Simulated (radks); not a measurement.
Task: The mean radii <r> (bohr) of the occupied orbitals of an atom or ion are listed with their occupations. All-electron calculation, non-relativistic Kohn-Sham, LB94 model potential, spin-polarised, spherical densities, point nucleus. Program: a radial shooting solver on a logarithmic mesh with Libxc functionals.

| orbital | occ. | <r> |
|---|---|---|
| 1s | 2 | 0.03235 |
| 2s | 2 | 0.1402 |
| 2p | 6 | 0.1197 |
| 3s | 2 | 0.3810 |
| 3p | 6 | 0.3727 |
| 3d | 10 | 0.3443 |
| 4s | 2 | 0.9427 |
| 4p | 6 | 1.016 |
| 4d | 10 | 1.363 |

Name the element and its charge. Open shells, if any, are filled with parallel spins first.

Result: Z = 47, silver, charge +1: Ag+ in [Kr] 4d10. The 1s radius gives Z: for a bare nucleus <r> = 1.5/Z, 0.03191 bohr for Z = 47, and screening makes it slightly larger (0.03235 here). The occupations add up to 46, and the charge is Z minus that.
